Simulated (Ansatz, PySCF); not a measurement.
Species: C$_{2}$H$_{10}$N$_{2}$O$_{2}$Si, net charge 0, singlet state. SMILES: CO[Si](N)(N)OC
Geometry from a B3LYP-D3(BJ)/def2-TZVP (Ansatz, a quantum-chemistry and plane-wave program) optimisation:
```
Si
O 1 1.6475
C 2 1.4150 1 122.77
H 3 1.0904 2 108.27 1 -178.09
H 3 1.0946 4 108.70 2 -120.95
H 3 1.0947 4 108.68 5 -117.71
O 1 1.6475 2 109.11 3 -57.15
C 7 1.4150 1 122.77 2 -57.15
H 8 1.0904 7 108.27 1 -178.09
H 8 1.0946 9 108.70 7 -120.95
H 8 1.0947 9 108.68 10 -117.71
N 1 1.6990 2 101.65 3 178.74
H 12 1.0047 1 123.08 2 -175.20
H 12 1.0051 13 113.54 1 167.93
N 1 1.6990 2 116.92 3 57.40
H 15 1.0047 1 123.08 2 66.13
H 15 1.0051 16 113.54 1 167.93
```

Property: atomisation energy (electronic, to ground-state atoms), in kJ/mol. Valence correlation only, unless marked. UHF or UKS for open shells. No spin-orbit coupling. Non-relativistic. The coupled-cluster limit lacks core correlation, which all-electron functionals hold. CBS(X,Y): correlation extrapolated as X^-3; Hartree-Fock from the larger set. The bracket is a focal-point correction in the basis named.

```
level                                                                 program  atomisation energy (kJ/mol)
-------------------------------------------------------------  --------------  ---------------------------
PBE/def2-TZVPD                                                         Ansatz                       6636.1
BLYP-D3(BJ)/def2-TZVPD                                         Ansatz + dftd3                       6569.1
BLYP-D4/def2-TZVPD                                             Ansatz + dftd4                       6575.9
revPBE/def2-TZVPD                                                      Ansatz                          ___
r2SCAN/def2-TZVPD                                                      Ansatz                       6539.6
r2SCAN-D3(BJ)/def2-TZVPD                                       Ansatz + dftd3                       6550.8
B97M-V/def2-TZVPD                                                      Ansatz                       6552.8
PBE0-D4/def2-TZVP                                              Ansatz + dftd4                       6538.5
BHLYP-D3(BJ)/def2-TZVPD                                        Ansatz + dftd3                       6372.9
TPSSh/def2-TZVPD                                                        PySCF                       6510.9
CAM-B3LYP-D4/def2-TZVPD                                        Ansatz + dftd4                          ___
LC-wPBE-D3(BJ)/def2-TZVPD                                      Ansatz + dftd3                       6571.4
wB97X/def2-TZVPD                                                       Ansatz                       6548.2
B2GP-PLYP-D4/def2-TZVPD                                        Ansatz + dftd4                          ___
PBE-QIDH/def2-TZVPD                                                    Ansatz                       6468.4
RPA@PBE/cc-pV(T+d)Z                                                    Ansatz                          ___
RI-MP2/CBS(cc-pV(T+d)Z,cc-pV(Q+d)Z)+[CCSD(T)-MP2]/cc-pV(D+d)Z          Ansatz                       6597.5
```

Task: Complete the blanks.

Result: 
- revPBE/def2-TZVPD, atomisation energy (kJ/mol): 6386.9
- CAM-B3LYP-D4/def2-TZVPD, atomisation energy (kJ/mol): 6617.9
- B2GP-PLYP-D4/def2-TZVPD, atomisation energy (kJ/mol): 6480.4
- RPA@PBE/cc-pV(T+d)Z, atomisation energy (kJ/mol): 6145.7
